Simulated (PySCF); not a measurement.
## The second ionisation energy along the 4d series

Calculated with PySCF 2.14 from differences of total energies of unrestricted determinants, without spin-orbit coupling. Values in eV. The last column holds reference values (NIST; (s) semi-empirical, (t) theoretical, else measured). Unmarked ones compare directly (S terms, centres of terms, or small fine structure); those marked * lie between the lowest fine-structure levels and include a spin-orbit shift.

```tsv
element	configurations	UHF	MP2 (valence)	SCS-MP2 (valence)	reference
Nb (x2c-TZVPall, spin-free X2C)	[Kr] 4d4 → [Kr] 4d3	13.085	13.522	13.231	14.32 (s) *
Mo (x2c-TZVPall, spin-free X2C)	[Kr] 4d5 → [Kr] 4d4	15.114	15.649	15.293	16.16 ± 0.12 (s) *
Ru (x2c-TZVPall, spin-free X2C)	[Kr] 4d7 → [Kr] 4d6	14.908	15.973	16.092	16.76 ± 0.06 (s) *
Rh (x2c-TZVPall, spin-free X2C)	[Kr] 4d8 → [Kr] 4d7	16.162	17.434	17.444	18.08 (s) *
Pd (x2c-TZVPall, spin-free X2C)	[Kr] 4d9 → [Kr] 4d8	17.437	18.909	18.804	19.43 ± 0.12 (s) *
Ag (x2c-TZVPall, spin-free X2C)	[Kr] 4d10 → [Kr] 4d9	19.765	21.316	21.145	21.484 *
Cd (x2c-TZVPall, spin-free X2C)	[Kr] 4d10 5s1 → [Kr] 4d10	15.568	16.358	16.222	16.908
```

"Valence" correlates the outer s and p shells and, in groups 3 to 12 and the f block, the outer d or f shell, open or full, or the next shell where the ion has no valence electron left; the wider scheme adds the next inner shell.
